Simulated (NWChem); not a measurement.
## AlN in NWChem

```xyz
2

Al     0.0000     0.0000     0.6292
N      0.0000     0.0000    -1.1685
```
Charge 0, spin multiplicity 3.

Program: NWChem. All single points use one geometry, from UB3LYP/def2-SVP, a minimum by its harmonic frequencies.

This spin state was chosen for the runs; another may lie lower. The structure started from a generated list of species. The unpaired electrons of the parent sit in orbitals of symmetry a1 and b1 (C2v labels of the run); other states weren't searched. No SCF solution was tested for a lower state.

Worked example. At BLYP/def2-TZVP the molecule has a total energy of -297.07675 Ha and the free atoms (multiplicities Al 2, N 4) Al -242.37467, N -54.58940 Ha. The electronic atomisation energy is the atoms' sum less the molecule's energy.

1·(-242.37467) + 1·(-54.58940) = -296.96407 Ha for the atoms; less the molecule's energy this leaves 0.11268 Ha, or 70.7 kcal/mol (296 kJ/mol), without zero-point, thermal or spin-orbit terms.
